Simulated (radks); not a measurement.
Results of a calculation; reference values are marked as such.
Problem. These are the eigenvalues of the occupied orbitals of an atom or ion with whole-number occupations (Ry). Code: a radial shooting solver on a logarithmic mesh with Libxc functionals. Model: scalar-relativistic Kohn-Sham, PBE, spin-polarised, spherical densities, finite nucleus; Fermi nuclear charge, rms radius of each element as measured or else 0.836 A^(1/3) + 0.57 fm.

1s: -3842.182
2s: -663.2478
2p: -592.8480
3s: -172.1039
3p: -150.3869
3d: -122.0860
4s: -57.68120
4p: -50.22481
4d: -40.00218
5s: -26.54734

Which element is it, and in what charge state? The configuration may be excited. Open shells, if any, are filled with parallel spins first.

Solution. Z = 65, terbium, charge +17: Tb17+ in [Kr] 4d10 5s2. The list shows which subshells hold electrons but not how many an open one holds; the 1s level, -1921.1 hartree, gives Z - s = 62.0 by -(Z - s)^2/2, which with screening and relativity narrows Z to a few neighbours, and the depths of the outer levels then fix element, charge and occupations together.
